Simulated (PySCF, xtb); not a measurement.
HfI3, SMILES [I][Hf+]([I])[I], charge +1, multiplicity 1.

Harmonic wavenumbers (cm⁻¹) from GFN2-xTB in xtb at its own minimum, in rising order: 15, 22, 22, 146, 229, 229.

Q: What does PBE-D3(BJ)/def2-SVP in PySCF give at its own minimum? (An estimate is asked for; the answer gives what the named calculation found.)

A: 55, 56, 56, 200, 230, 230. Paired by order, the mean absolute difference is 27 cm⁻¹ and the zero-point energies are 0.9 and 1.2 kcal/mol.
